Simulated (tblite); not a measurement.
Species: C5H5ClO2Si.
Bonds: O1–C2 (double), C2–O3, C2–C4, C4–C5 (double), C5–C6, C6–C7 (double), C7–Cl8, C7–Si9, C4–Si9. Hydrogens: H10 on O3; H11 on C5; H12 on C6; H13, H14 on Si9.

Computed with GFN2-xTB (tblite), gas phase: L-BFGS steps from a force-field or distance-geometry start until the largest atomic force falls under 0.01 eV/Å.

Geometry at step 2:
```
atom  x, y, z in Å
O1     -2.7947    0.6743    0.4389
C2     -1.9816   -0.0975   -0.0050
O3     -2.3785   -1.2897   -0.5075
C4     -0.5520    0.1016   -0.0551
C5      0.0647    1.2113    0.4137
C6      1.5019    1.2387    0.2824
C7      2.0521    0.1450   -0.2813
Cl8     3.7366   -0.0401   -0.5249
Si9     0.6964   -1.1345   -0.7376
H10    -3.3399   -1.2909   -0.4132
H11    -0.4780    2.0444    0.8492
H12     2.0702    2.0885    0.6242
H13     0.8062   -2.3472    0.0779
H14     0.5959   -1.3043   -2.1889
```

Q: Give the atomic forces at this geometry.

A: 
| atom | Fx (eV/Å) | Fy (eV/Å) | Fz (eV/Å) |
| --- | --- | --- | --- |
| O1 | -0.223 | 0.319 | 0.138 |
| C2 | 0.025 | -0.061 | 0.042 |
| O3 | 0.197 | 0.193 | 0.034 |
| C4 | 0.157 | -0.118 | -0.032 |
| C5 | 0.026 | -0.010 | -0.095 |
| C6 | 0.072 | -0.040 | 0.003 |
| C7 | -0.099 | -0.052 | 0.017 |
| Cl8 | -0.134 | 0.062 | 0.032 |
| Si9 | 0.011 | 0.035 | -0.001 |
| H10 | -0.222 | -0.300 | -0.108 |
| H11 | 0.124 | -0.140 | -0.057 |
| H12 | 0.007 | 0.060 | 0.024 |
| H13 | 0.019 | 0.094 | -0.127 |
| H14 | 0.041 | -0.044 | 0.129 |

The largest, 0.41 eV/Å, acts on O1; the rms over all components is 0.118 eV/Å. The forces sum to zero within rounding, as they must for an isolated molecule in no field.

Q: Give the force on O1 in Eh/bohr and in nN.

A: 0.413 eV/Å ÷ 51.422 = 0.00803 Eh/bohr, and 0.413 eV/Å × 1.602 = 0.66 nN.

Q: How far is this geometry from the end of the optimisation?

A: 0.028 eV above it, and 0.030 Å rms away after alignment. The bonds farthest from their final lengths, with half the difference of the two atoms' forces along the bond (positive lengthens):

```csv
bond,now (Å),final (Å),force along bond (eV/Å)
C2–C4,1.444,1.452,+0.06
Si9–H13,1.466,1.458,-0.06
Si9–H14,1.465,1.458,-0.06
C7–Cl8,1.712,1.707,-0.02
C5–H11,1.085,1.080,-0.07
C7–Si9,1.919,1.915,-0.07
```

The angle farthest from its final value is C2–O3–H10, 104.9° against 109.6°.

The cost below is that of the whole relaxation. Hardware: one thread of an Arm Neoverse V2 (shared host). Cost: 0.14 s of wall time.
